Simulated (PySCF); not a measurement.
Se(H)(OSiH3) (H4OSeSi), SMILES O([SeH])[SiH3]. Atoms are numbered in the order given.

```xyz
7

Se    -0.7420     0.2045     0.7661
H     -1.7264    -0.7399     0.1915
O      0.7351    -0.5999     0.0513
Si     1.2120    -0.1049    -1.4890
H      0.1552    -0.4171    -2.4984
H      2.4456    -0.8873    -1.7771
H      1.5037     1.3582    -1.5270
```
Charge 0, spin multiplicity 1.

The structure is a stationary point at r2SCAN-D4/def2-SVP. The values are those of a single conformer.

Computed with TDA-CAM-B3LYP/def2-SVPD (PySCF).

Vertical excitations. Gas-phase values at a fixed geometry.

```json
[
 {"state": "S1", "energy (eV)": "3.57", "λ (nm)": "347", "f": "0.001", "main pairs": "HOMO→LUMO 95 %"},
 {"state": "S2", "energy (eV)": "5.43", "λ (nm)": "228", "f": "0.018", "main pairs": "HOMO→LUMO+1 92 %"},
 {"state": "S3", "energy (eV)": "5.61", "λ (nm)": "221", "f": "0.008", "main pairs": "HOMO−1→LUMO 90 %"},
 {"state": "S4", "energy (eV)": "6.80", "λ (nm)": "182", "f": "0.053", "main pairs": "HOMO→LUMO+2 43 %, HOMO→LUMO+4 25 %, HOMO→LUMO+3 13 %, HOMO→LUMO+5 7 %"},
 {"state": "S5", "energy (eV)": "7.00", "λ (nm)": "177", "f": "0.046", "main pairs": "HOMO−2→LUMO 85 %"},
 {"state": "S6", "energy (eV)": "7.22", "λ (nm)": "172", "f": "0.000", "main pairs": "HOMO→LUMO+3 84 %"},
 {"state": "S7", "energy (eV)": "7.39", "λ (nm)": "168", "f": "0.012", "main pairs": "HOMO−3→LUMO 66 %, HOMO−1→LUMO+1 16 %"},
 {"state": "S8", "energy (eV)": "7.54", "λ (nm)": "165", "f": "0.021", "main pairs": "HOMO→LUMO+6 53 %, HOMO→LUMO+4 24 %, HOMO→LUMO+2 10 %"},
 {"state": "S9", "energy (eV)": "7.55", "λ (nm)": "164", "f": "0.028", "main pairs": "HOMO→LUMO+5 50 %, HOMO→LUMO+4 25 %, HOMO→LUMO+6 8 %"},
 {"state": "S10", "energy (eV)": "7.70", "λ (nm)": "161", "f": "0.059", "main pairs": "HOMO→LUMO+2 28 %, HOMO−1→LUMO+1 20 %, HOMO→LUMO+5 14 %, HOMO→LUMO+6 14 %"},
 {"state": "T1", "energy (eV)": "2.75", "λ (nm)": "451", "f": "0", "main pairs": "HOMO→LUMO 93 %"},
 {"state": "T2", "energy (eV)": "4.87", "λ (nm)": "254", "f": "0", "main pairs": "HOMO→LUMO+1 74 %"},
 {"state": "T3", "energy (eV)": "4.89", "λ (nm)": "254", "f": "0", "main pairs": "HOMO−1→LUMO 77 %"},
 {"state": "T4", "energy (eV)": "6.15", "λ (nm)": "202", "f": "0", "main pairs": "HOMO−2→LUMO 65 %, HOMO−4→LUMO 13 %"}
]
```
Triplets are in the Tamm–Dancoff approximation.
